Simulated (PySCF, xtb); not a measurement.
dichloro(silyloxy)silane (Cl₂H₄OSi₂), SMILES [SiH3]O[SiH](Cl)Cl.

GFN2-xTB run with xtb 6.7.1 at its own geometry gives an orbital gap of 6.00 eV and a dipole moment of 2.18 D.

The structure is a stationary point at ωB97X-D3(BJ)/def2-SVP. Other conformers were not sampled.

Task: What does HF/def2-TZVP run with PySCF give? (The exact figures need the calculation; the answer reports its results.)

Result: gap 15.58 eV (levels -12.58 and 2.99 eV), dipole 1.11 D.
